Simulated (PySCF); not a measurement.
Beryllium trimer, Be3.
SMILES: `[Be]1[Be][Be]1`

Linear response at B3LYP/def2-SVPD (PySCF, frozen core in the response, non-relativistic). Isolated species at its PBE0-D3(BJ)/def2-SVP geometry, gas phase.

Static isotropic polarisability: 130.09 au (19.28 Å³), principal values 74.2, 158.0, 158.0 au.

Question: What is the polarisability at 1064 nm and at the sodium D line?

Answer: 151.52 au at 1064 nm (+16.5 %), 94.40 au at 589.3 nm (-27.4 %). The lowest singlet lies at 873 nm (f = 0.000), near or inside this range; the response is undamped and has a pole at each allowed excitation.

Question: What is the isotropic C6 coefficient between two such molecules, C6 = (3/π)∫α(iω)² dω?

Answer: 2011 au (Eh·bohr⁶) by a ten-point quadrature over imaginary frequencies, which is 1200 eV·Å⁶ or 116 J·nm⁶/mol.

Question: Which effective excitation energy ω̄ makes London's formula C6 = (3/4)α²ω̄ exact here?

Answer: ω̄ = 4·C6/(3α²) = 0.158 Eh = 4.3 eV.

Question: How anisotropic is the static polarisability, by Δα² = ½[(α1 − α2)² + (α2 − α3)² + (α3 − α1)²]?

Answer: Δα = 83.8 au, or 0.64 of the isotropic value.

Question: What three-body coefficient follows from the one-pole estimate C9 = (3/4)·α·C6?

Answer: 196000 au. This is an estimate from the two numbers above, not a computed integral.

Question: How many electrons N does the Slater–Kirkwood formula C6 = (3/4)·√N·α^(3/2) need to give this C6?

Answer: N = (4·C6/3)²/α³ = 3.3; the species has 12 electrons in all.

Question: The lowest 10 singlets have (eV, f): 1.42, 0.000; 1.42, 0.000; 1.78, 0.040; 1.78, 0.040; 2.74, 0.000; 2.89, 0.000; 4.18, 0.000; 4.22, 0.865; 4.22, 0.865; 4.26, 0.000. What share of the static polarisability do they carry in the sum over states α = Σ f/ω²?

Answer: 90.68 au, 69.7 % of α; the largest term, 36.06 au, is that of the state at 4.22 eV. Their oscillator strengths add up to 1.81. Higher states carry the rest.

Question: What does −C6/R⁶ come to at R = 12 Å between centres?

Answer: -39 J/mol. This is the leading, orientation-averaged term; C8 and higher terms are left out.
